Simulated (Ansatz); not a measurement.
Basis sets compared for the cluster Ag3H3⁻ (the lowest doublet isomer of a short search). The state is a doublet with charge -1. Geometry PBE-D4/def2-TZVPD. Ansatz on 4 threads of Arm Neoverse V1 on a shared host; times are rough, and most runs start from earlier orbitals.

| atom | x (Å) | y (Å) | z (Å) |
| --- | --- | --- | --- |
| Ag1 | 1.2987 | -0.0593 | 1.6773 |
| Ag2 | -2.5066 | 0.2770 | -2.4929 |
| Ag3 | -0.4654 | 0.0792 | -0.5362 |
| H4 | 2.7214 | -0.5255 | 2.3942 |
| H5 | -0.7663 | -0.3195 | -2.1796 |
| H6 | -0.2819 | 0.5481 | 1.1372 |

In the def2 sets Ag takes a core potential; there is no spin–orbit coupling. At PBE-D4/def2-SVPD, PBE-D4/def2-TZVPD the highest occupied level of the charge -1 doublet lies above zero (up to 0.08 eV). By energy differences its removal costs 2.26 eV (vertical, to the charge 0 singlet, at PBE0-D4/def2-TZVPD). The structure comes from a short search, and lower isomers may exist.

| level | functions | energy (Eh) | HOMO (eV) | LUMO (eV) | wall time |
| --- | --- | --- | --- | --- | --- |
| PBE-D4/def2-SVPD | 126 | -442.7734 | 0.08 | 0.82 | 2.4 s |
| PBE0-D4/def2-SVPD | 126 | -442.7133 | -0.53 | 1.68 | 3.5 s |

Task: Estimate the rows for PBE-D4/def2-TZVPD (with forces), PBE0-D4/def2-TZVPD.

Result: 
```json
{"level": "PBE-D4/def2-TZVPD (with forces)", "functions": "147", "energy (Eh)": "-442.8912", "HOMO (eV)": "0.05", "LUMO (eV)": "0.79", "wall time": "2.6 s"}
{"level": "PBE0-D4/def2-TZVPD", "functions": "147", "energy (Eh)": "-442.8253", "HOMO (eV)": "-0.55", "LUMO (eV)": "1.67", "wall time": "2.9 s"}
```
